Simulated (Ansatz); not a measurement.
## Al2ClFH4Si: which of two structures lies lower

Structure a: a singlet given by its coordinates. Structure b: `[F][AlH][Si@H]([AlH2])Cl`, a singlet. Both are isolated molecules in the gas phase, relaxed with B3LYP/6-31G*; the shapes shown needn't be the lowest conformers.

a (Å):

```xyz
9

Al    3.9713    1.0456   -1.3084
Al    1.4724    1.1398   -0.6795
Cl    0.2206    1.7932   -2.8519
F     5.0923    0.9992   -0.0730
Si   -0.0701   -0.2270   -1.9591
H     4.6043    0.9862   -2.7706
H     0.7473    1.9909    0.4495
H    -1.5432   -0.3216   -1.7674
H     0.2867   -1.1555   -3.0672
```

Close contacts (Å): Al1–Al2 2.58, Al1–F4 1.67, Al2–Cl3 2.59, Al2–Si5 2.43, Cl3–Si5 2.23, Al1–H6 1.59, Al2–H7 1.59, Si5–H8 1.49, Si5–H9 1.49.

b (Å):

```xyz
9

Al   -2.0153   -0.9892    1.3031
Al    0.5468   -3.5781   -0.7339
Cl   -3.2410   -3.8757   -0.6291
F    -0.6823   -0.0610    1.6715
Si   -1.5545   -3.2790    0.5171
H    -3.4296   -0.2882    1.4523
H    -1.5536   -4.1717    1.7195
H     0.5588   -3.5870   -2.3219
H     1.8986   -3.6917    0.0970
```

Q: Estimate E(b) − E(a) at the level CCSD(T)/def2-SVP + ΔMP2/def2-TZVPP.

A: Too close to call at this level: CCSD(T)/def2-SVP + ΔMP2/def2-TZVPP gives E(b) − E(a) = +0.60 kcal/mol.

The same difference at several levels:

```tsv
level	geometry	E(b) − E(a) (kcal/mol)	departure from the last row (kcal/mol)	job, with rough time for the two
B3LYP/6-31G*	B3LYP/6-31G*	−1.23	−1.83	optimisation, 9.6 min
HF/def2-SVP	B3LYP/6-31G*	−3.01	−3.61	part of the CCSD(T) run
MP2/def2-SVP	B3LYP/6-31G*	−0.51	−1.11	part of the CCSD(T) run
CCSD(T)/def2-SVP	B3LYP/6-31G*	+0.36	−0.24	single point
CCSD(T)/def2-SVP + ΔMP2/def2-TZVPP	B3LYP/6-31G*	+0.60		single point, 31 s
```

The largest departure from CCSD(T)/def2-SVP + ΔMP2/def2-TZVPP is that of HF/def2-SVP, 3.61 kcal/mol. Levels run at GFN2-xTB geometries aren't shown. The last row adds to CCSD(T) the change of the MP2 difference between the two basis sets, here +0.24 kcal/mol.

With harmonic frequencies from B3LYP/6-31G* (ideal gas, rigid rotor, one conformer each, 298.15 K, 1 atm): on the last row, ΔE + ΔZPE = −0.43 kcal/mol. A mode under 50 cm⁻¹ makes harmonic enthalpies and free energies unreliable, so none is given.

The correlated steps freeze 21 core orbitals. Run with Ansatz 0.2.0; the last row on 1 thread of Intel(R) Xeon(R) 6975P-C (Granite Rapids) on a shared host.
